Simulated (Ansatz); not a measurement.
Calculated with Ansatz (gas phase, PBE0-D4/def2-TZVP geometries, no zero-point term in ΔE). CCSD(T)/CBS is the MP2 limit (def2-TZVPP, def2-QZVPP) plus CCSD(T) − MP2 in def2-TZVPP, frozen cores. This one scheme is used for every species. Functionals use def2-TZVPP. B3LYP here is the variant with VWN-RPA as its local correlation; programs differ in this. One conformer a species, not always the lowest.

Consider the substitution at a C–Si bond: `C[Si](C)(C)C` + `O[Si]F` → `CO[Si]F` + `C[SiH](C)C`.

CCSD(T)/CBS gives +23.4 kcal/mol.

Question: Another level gave +22.8 kcal/mol. Which?
A. B3LYP/def2-TZVPP
B. HF/def2-TZVPP
C. PBE0-D4/def2-TZVPP
D. CAM-B3LYP-D4/def2-TZVPP

Answer: C. PBE0-D4 22.8, CAM-B3LYP-D4 21.2, HF/def2-TZVPP 18.7, B3LYP 20.1 kcal/mol.

Largest T1 diagnostic among the species: 0.015.

From BLYP to BHLYP (50 % exact exchange), in def2-TZVPP and without D4, ΔE moves by +1.1 kcal/mol. In def2-TZVPP, CCSD(T) changes the Hartree–Fock value by +4.0 kcal/mol (the triples alone add +0.3 kcal/mol) and MP2 by +5.7 kcal/mol. The D4 term adds +1.1 kcal/mol with B3LYP and +0.7 kcal/mol with PBE0; it sums over pairs of atoms, weighted by their polarisabilities, and B3LYP, whose exchange is more repulsive, gets the larger term.
